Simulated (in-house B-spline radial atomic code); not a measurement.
Radial electron density of Mg III (Mg2+), [He] 2s2 2p6. Level of theory: scalar-relativistic (X2C) HSE06, spin-polarised, spherical fractional occupations, Fermi nucleus of rms radius 3.057 fm; calculated with a radial B-spline atomic code at the basis-set limit.

Columns: r (bohr), 4πr²n(r) (electrons per bohr), bar.

```
 0.00493   0.3178 #
 0.00576   0.4227 #
 0.00672    0.559 ##
 0.00785   0.7383 ##
 0.00916   0.9691 ###
  0.0107    1.268 ####
  0.0125     1.65 #####
  0.0146    2.131 #######
   0.017    2.717 #########
  0.0199     3.46 ###########
  0.0232    4.331 ##############
  0.0271    5.368 ##################
  0.0317    6.562 ######################
   0.037     7.86 ##########################
  0.0432    9.226 ###############################
  0.0504    10.57 ###################################
  0.0588    11.78 #######################################
  0.0687    12.73 ##########################################
  0.0802    13.26 ############################################
  0.0937    13.26 ############################################
   0.109    12.72 ##########################################
   0.128    11.62 #######################################
   0.149    10.26 ##################################
   0.174    8.876 #############################
   0.203    7.833 ##########################
   0.237     7.41 #########################
   0.277    7.732 ##########################
   0.324     8.68 #############################
   0.378    9.854 #################################
   0.441    10.79 ####################################
   0.515    11.06 #####################################
   0.601    10.43 ###################################
   0.702    8.959 ##############################
    0.82    6.957 #######################
   0.957    4.856 ################
    1.12     2.98 ##########
    1.31    1.598 #####
    1.52   0.7696 ###
    1.78   0.2998 #
    2.08  0.09718 
    2.43  0.02506
```

On this grid the curve has 2 maxima, near 0.0937, 0.515 bohr.

The 2p down radial function P(r) = rR(r), positive near the nucleus:

```csv
r (bohr),P
0.00493,0.001323
0.00672,0.002406
0.00916,0.004367
0.0125,0.007912
0.017,0.01416
0.0232,0.0253
0.0317,0.04476
0.0432,0.07753
0.0588,0.1311
0.0802,0.2159
0.109,0.3403
0.149,0.5143
0.203,0.7253
0.277,0.9441
0.378,1.111
0.515,1.152
0.702,1.028
0.957,0.7676
1.31,0.4547
1.78,0.2051
2.43,0.06165
```
